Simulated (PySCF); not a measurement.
Atom-mapped SMILES (the numbers label the heavy atoms): `[CH:1]#[C:2]/[C:3]([SiH3:4])=[CH:5]/[SiH2:6][PH2:7]` (H(Xn): hydrogen on atom n).

Calculated, not measured (PySCF 2.14): NMR shieldings at PBE0/pcSseg-1/GIAO, GFN2-xTB structure. No solvent model, equivalent nuclei averaged, non-relativistic Hamiltonian, single conformer.

Referencing at the same level of theory: TMS for ¹³C (σ = 186.93 ppm), ¹H (σ = 31.72 ppm), ²⁹Si (σ = 349.16 ppm); ³¹P (σ = 318.38 ppm) against H3PO4.

```csv
atoms,nucleus,count,Hirshfeld charge,δ (ppm)
C3,¹³C,1,-0.07,?
C1,¹³C,1,-0.10,95.2
Si4,²⁹Si,1,0.31,?
H(P7),¹H,2,-0.01,1.13
P7,³¹P,1,-0.01,-301.0
C5,¹³C,1,-0.12,160.4
H(C1),¹H,1,0.09,?
H(C5),¹H,1,0.05,7.65
H(Si6),¹H,2,-0.08,4.78
C2,¹³C,1,-0.04,90.6
Si6,²⁹Si,1,0.28,?
H(Si4),¹H,3,-0.07,4.40
```

Problem. Estimate the values marked ?.

Solution. 
- C3: 147.9 ppm, fully substituted alkene carbon; as expected for a trigonal carbon in a double bond
- H(C1): 3.35 ppm, hydrogen on a terminal alkyne carbon; it lies on the axis of the triple bond, in its shielding cone
- Si6: -61.9 ppm, silicon bonded to C, P, 2 H
- Si4: -74.7 ppm, silicon bonded to C, 3 H

Shifts are as computed. Against solution values, carbons near 30 ppm lie about +3 ppm off and those near 130 ppm about +5 ppm. Of 1211 compounds with measured shifts, 218 miss one by over three times the rms of a fit or turn the order of signals round; such compounds aren't used in these exercises. Experimental scales use liquid or dissolved standards, which lie at an offset from isolated H3PO4.
